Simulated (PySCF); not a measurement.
Vertical excitations of a molecule C8H8N2S from PySCF 2.14.0 with TDA-B3LYP/def2-SVP, as energy in eV (oscillator strength): 4.25 (0.358), 5.01 (0.017), 5.10 (0.014), 5.27 (0.046), 5.66 (0.094), 5.83 (0.107), 6.29 (0.026), 6.34 (0.001), 6.51 (0.011), 6.60 (0.005). Lowest triplet (TDA): 2.97 eV. The structure is a stationary point at B3LYP-D3(BJ)/def2-SVP. Other conformers were not sampled.

Task: Which structure fits?
A. Cc1ccc2nsnc2c1C
B. Cn1cccc1-c1cncs1
C. Cc1cc(C)c2nsnc2c1
D. CCc1cccc2nsnc12

Result: B, Cn1cccc1-c1cncs1
